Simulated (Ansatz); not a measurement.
Al(Cl)(I)(OMe) (CH₃AlClIO), SMILES C[O][Al]([Cl])[I].

Coordinates come from a B3LYP-D3(BJ)/def2-SVP optimisation. The structure was generated by enumeration; whether it is a known compound was not checked. The def2 effective core potentials stand for the cores of I; spin–orbit coupling is left out. One conformer was computed; it need not be the lowest.

Two levels are set side by side: PBE/def2-SVPD (Ansatz, a quantum-chemistry and plane-wave program) and PBE0/def2-SVPD (Ansatz). Energy differences of separate SCF runs at the same geometry; the states with an electron removed or added have multiplicity 2 and 2. Differences are taken from unrounded values.

```tsv
quantity	PBE0
vertical ionisation energy (eV)	10.08
vertical singlet–triplet gap (eV)	5.28
```

What does PBE give, and how far is it from PBE0? (The exact figures need the calculation; the answer reports its results.)


| quantity | PBE | PBE minus PBE0 |
|---|---|---|
| vertical ionisation energy (eV) | 9.60 | -0.48 |
| vertical singlet–triplet gap (eV) | 4.77 | -0.50 |
